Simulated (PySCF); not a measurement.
C₂H₁₁BN₂.
Structure used (PBE0-D3(BJ)/def2-SVP), in Å, numbered top down from 1:
```xyz
16
C2H11BN2 angstrom
N      1.324    0.918   -0.460
C      1.169   -0.532   -0.295
C      0.063   -0.872    0.706
B     -1.269    0.081    0.653
N     -1.383    0.703   -0.845
H      1.437    1.359    0.453
H      2.156    1.142   -1.003
H      2.122   -1.027   -0.017
H      0.910   -0.940   -1.290
H     -0.187   -1.939    0.569
H      0.477   -0.805    1.728
H     -2.318   -0.512    0.889
H     -1.160    1.082    1.364
H     -1.601    0.011   -1.561
H     -2.083    1.440   -0.893
H     -0.424    1.095   -1.012
```

The closed-shell ground state was solved at several levels (PySCF, density fitting, gas phase, non-relativistic).

```
              level  basis functions  total energy (Eh)  HOMO (eV)  LUMO (eV)  gap (eV)  dipole (D)
    PBE0/def2-TZVPD              284          -217.0168      -6.91      -0.16      6.75        4.26
     B3LYP/pcSseg-1              140          -217.1868      -6.69       0.41      7.10        4.45
      PBE0/pcSseg-1              140          -216.9081      -6.89       0.77      7.66        4.45
  wB97X-D/def2-SVPD              188          -216.9945      -8.81       1.83     10.64        4.35
     PBE0/def2-SVPD              188          -216.7967      -6.91       0.19      7.10        4.31
BHandHLYP/def2-SVPD              188          -216.9180      -8.22       0.69      8.91        4.34
       PBE0/6-31+G*              112          -216.9306      -6.85      -0.19      6.66        4.38
  mPW1PW91/pcSseg-1              140          -217.1253      -6.93       0.75      7.68        4.44
      BP86/pcSseg-1              140          -217.1743      -5.63       0.00      5.63        4.43
        HF/pcSseg-1              140          -215.6823     -10.21       3.66     13.87        4.52
     PBE0/def2-TZVP              221          -217.0156      -6.88       0.49      7.37        4.34
```

Problem. Estimate the row for PBE0/cc-pVTZ, a basis of 304 functions; the other rows only guide the guess.

Solution. Total energy -217.0141 Eh, HOMO -6.87 eV, LUMO 0.56 eV, gap 7.43 eV, dipole 4.34 D.

Problem. Over all these levels, which gives the widest orbital gap and which the narrowest?

Solution. HF/pcSseg-1 (Hartree–Fock, all exact exchange) has the widest, 13.87 eV, and BP86/pcSseg-1 (GGA) the narrowest, 5.63 eV. The two share the basis. From the narrowest to the widest the HOMO moves by -4.58 eV and the LUMO by +3.66 eV.

Problem. How much does the basis alone move the frontier levels among the 6 PBE0 rows (the withheld one included)?

Solution. The HOMO by 0.06 eV and the LUMO by 0.96 eV. By rising basis size (HOMO, LUMO in eV): 6-31+G* -6.85, -0.19; pcSseg-1 -6.89, 0.77; def2-SVPD -6.91, 0.19; def2-TZVP -6.88, 0.49; def2-TZVPD -6.91, -0.16; cc-pVTZ -6.87, 0.56.

Problem. In the pcSseg-1 basis, how does the gap go with the fixed share of exact exchange?

Solution. BP86 (0 %) 5.63 eV; B3LYP (20 %) 7.10 eV; PBE0 (25 %) 7.66 eV; mPW1PW91 (25 %) 7.68 eV; HF (100 %) 13.87 eV. Each rise in the share widens the gap here.

Problem. How far do the dipole and the HOMO energy spread over the levels?

Solution. The dipole runs from 4.26 to 4.52 D (mean 4.38 D) and the HOMO from -10.21 to -5.63 eV.

One conformer stands for the species.

The pairwise dispersion term of wB97X-D wasn't added to the energies; at a given geometry it leaves orbitals and properties as they are.
